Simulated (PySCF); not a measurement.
# Hartree-Fock beside MP2: ClGeO2 anion

All numbers below are calculated, not measured. The program is PySCF 2.14.0, an open-source quantum chemistry code, run on an isolated molecule that a program drew, which may never have been made. The molecule is ClGeO2 anion (charge -1, singlet), drawn as the SMILES string `[O]=[Ge]([O-])[Cl]`.

The geometry was optimised and harmonic frequencies were computed with HF and MP2, all in the aug-cc-pV(D+d)Z basis, for the commonest isotopes, with a restricted reference for singlets and an unrestricted one otherwise, and a frozen core in MP2. Germanium has the aug-cc-pVDZ-PP basis, with a core potential (ECP10MDF) in place of its 10 inner electrons, and its 3s, 3p and 3d shells are frozen in MP2. Each result is a local minimum of its method.

Geometry at the HF minimum:
```xyz
4
ClGeO2 anion, angstrom
O     1.4558    2.7734    0.9794
Ge    0.6527    1.3924    0.6067
O    -0.8868    0.8393    0.4832
Cl    2.1083   -0.2442    0.1143
```

Lengths of the bonds as drawn, in Å (atoms numbered as above):
```
bond,HF,MP2
O1-Ge2,1.640,1.694
Ge2-O3,1.640,1.694
Ge2-Cl4,2.245,2.278
```

Rotational constants, in GHz:
```
constant     HF    MP2
       A  6.669  6.253
       B  3.145  3.043
       C  2.137  2.047
```

Harmonic frequencies in cm^-1, each column in rising order, so a row needn't be the same motion in every method:
| rank | HF | MP2 |
|---|---|---|
| 1 | 216 | 193 |
| 2 | 271 | ? |
| 3 | 304 | 262 |
| 4 | 349 | 326 |
| 5 | 914 | 832 |
| 6 | 1021 | 946 |

**Estimate the missing MP2 frequency from the HF column.**

A single factor s that minimises the squared misfit of MP2 against s times HF over the other rows is sum(HF x MP2) / sum(HF^2) = 0.9171, with an rms misfit of 10 cm^-1. For rank 2 it gives 0.9171 x 271 = 249 cm^-1. The calculation gives 228 cm^-1, 21 cm^-1 below the estimate. The drawn bonds are on average 2.7 % longer in MP2 than in HF.
